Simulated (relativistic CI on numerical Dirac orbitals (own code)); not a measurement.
# Line list: Forbidden lines, Bi79+

Computed by Dirac-Coulomb-Breit CI, separate exchange-only KLI orbitals for each configuration, model QED (radiative potential, 1s self-energy scaled to tabulated hydrogen-like ionisation energies), unscaled Slater integrals (own radial code, finite nucleus).

CI space (outside the closed core 1s2): 2s2, 2s 2p, 2p2, 2p 3s, 2p 3p, 2s 3s, 2s 3p, 2s 3d, 2s 4s, 2s 4p, 2s 4d, 2s 4f, 2s 5s, 3s2, 2s 5p, 2s 5d, 2s 5f, 2s 5g, 3s 3p, 3p2. Levels of other configurations are missing.

| λ vac (Å) | Lower | Upper | Type | A (s⁻¹) | E lower (Ry) | E upper (Ry) |
| --- | --- | --- | --- | --- | --- | --- |
| 0.5769 | 2s 2p 3P°_1 [3] | 2s 5f 3F°_3 [59] | E2 | 8.27e+12 | 18.54 | 1598.05 |
| 0.6515 | 2s 2p 3P°_2 [5] | 2s 5f 3F°_4 [61] | E2 | 1.03e+13 | 200.81 | 1599.53 |
| 0.6551 | 2s 2p 1P°_1 [6] | 2s 5f 1F°_3 [63] | E2 | 8.74e+12 | 208.60 | 1599.60 |
| 0.7265 | 2s 2p 3P°_2 [5] | 2s 4f 3F°_4 [47] | E2 | 1.52e+13 | 200.81 | 1455.10 |
| 0.7310 | 2s 2p 1P°_1 [6] | 2s 4f 1F°_3 [48] | E2 | 1.29e+13 | 208.60 | 1455.23 |
| 0.8249 | 2s 2p 3P°_0 [2] | 2s 3p 3P°_2 [19] | E2 | 1.50e+12 | 15.77 | 1120.45 |
| 0.8270 | 2s 2p 3P°_1 [3] | 2s 3p 3P°_2 [19] | E2 | 2.33e+12 | 18.54 | 1120.45 |
| 0.9909 | 2s 2p 3P°_2 [5] | 2s 3p 3P°_2 [19] | E2 | 2.27e+12 | 200.81 | 1120.45 |
| 0.9994 | 2s 2p 1P°_1 [6] | 2s 3p 3P°_2 [19] | E2 | 8.92e+11 | 208.60 | 1120.45 |
| 1.0537 | 2s 2p 3P°_2 [5] | 2s 3p 3P°_0 [14] | E2 | 6.45e+12 | 200.81 | 1065.68 |
| 1.0632 | 2s 2p 1P°_1 [6] | 2s 3p 3P°_0 [14] | M1 | 2.13e+11 | 208.60 | 1065.68 |
| 4.9996 | 2s 2p 3P°_1 [3] | 2s 2p 3P°_2 [5] | M1 | 6.91e+10 | 18.54 | 200.81 |

Terms are leading LS components. Brackets give the number of a level in order of energy, since labels repeat. The list gives strong lines, with weight on those to low levels, among the lowest 66 of 76 levels, so that lines to higher ones, which can be the strongest, are missing. Levels whose partners in the same complex of configurations lie outside the list can be far off, and so can their lines. Rates are taken at the computed energies, electric ones in the length gauge.

At this charge energies of transitions that change n are usually good to better than 1 %, and those within a shell (Δn = 0) to a few per cent.

LS names give the leading component of a level, which can be under half, so a name can repeat, a term be missing and a line seem to break the LS rules.
